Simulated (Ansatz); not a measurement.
Input file for Ansatz (a quantum-chemistry and plane-wave program): R-CCSD(T)/aug-cc-pVDZ on HF (SMILES F) with ghost functions.

Ansatz 0.2 input:
```yaml
crystal:
  periodic: [false, false, false]
  atoms:
    - {symbol: F, position_ang: [-0.26855856, 0.38243118, 2.86667188]}
    - {symbol: H, position_ang: [-0.23813521, 0.12511344, 1.95838757]}
basis:
  gaussian:
    orbitals: aug-cc-pVDZ
    ghost_atoms:
      - {symbol: O, position_ang: [-0.08491637, -0.27218581, 0.32202072]}
      - {symbol: H, position_ang: [0.72394729, -0.75194116, 0.11141120]}
      - {symbol: H, position_ang: [-0.11086573, 0.48918785, -0.26825215]}
magnetization: {spin_polarized: false}
correlation: {method: ccsd_t, electrons: outside_noble_gas}
scf: {lower_state_search: off}
```

Program output:

```
WARN ansatz: RAYON_NUM_THREADS=1 ignored (pool sized by the plan → 1); use --threads N
Functional definition: HF
these checks for a lower state are left out or cut short: stability, starts, cluster_reference, orbital_swaps, neighbouring_geometries, increment
integrals: 0.04 GiB planned
589 factors; integrals over basis functions are off by at most 1.1e-3 eV
mean field: 0.08 GiB planned
mean field evaluation 1: about -2721.0132 eV, gradient 2.4e1 eV
mean field evaluation 2: about -2721.0131 eV, gradient 2.4e1 eV
mean field evaluation 4: about -2721.9958 eV, gradient 1.2e0 eV
mean field evaluation 8: about -2722.0009 eV, gradient 5.6e-5 eV
mean field -2722.00090903 eV, -100.0316883683 hartree, gradient 1.4e-6 eV, S^2 0.000000; 0 other end points of the search recorded, 0 dependent functions left out
1 core orbitals not correlated
reference -2722.00090903 eV, -100.0316883683 hartree; 4, 4 occupied and 68, 68 virtual orbitals, 589 factors
second order -6.10454973 eV of doubles, -0.00000000 eV of singles
coupled cluster: 0.16 GiB planned
cycle   1  -6.06155575 eV  change    4.3e-2 eV  update   5.3e-2
cycle   2  -6.17355093 eV  change   -1.1e-1 eV  update   1.4e-2
cycle   3  -6.20421204 eV  change   -3.1e-2 eV  update   6.6e-3
cycle   4  -6.20167112 eV  change    2.5e-3 eV  update   9.2e-4
cycle   5  -6.20106718 eV  change    6.0e-4 eV  update   3.3e-4
cycle   6  -6.20117188 eV  change   -1.0e-4 eV  update   8.1e-5
cycle   7  -6.20117250 eV  change   -6.2e-7 eV  update   2.7e-5
cycle   8  -6.20115875 eV  change    1.4e-5 eV  update   8.2e-6
cycle   9  -6.20115605 eV  change    2.7e-6 eV  update   2.2e-6
perturbative correction -0.11862796 eV, -0.0043594971 hartree
Total energy: -2728.32069304 eV, -100.2639361469 hartree
Checks for a lower state left out: stability, starts, cluster_reference, orbital_swaps, neighbouring_geometries, increment
```

The run converged.

Cost: about 1.6 core-seconds (a rough figure).
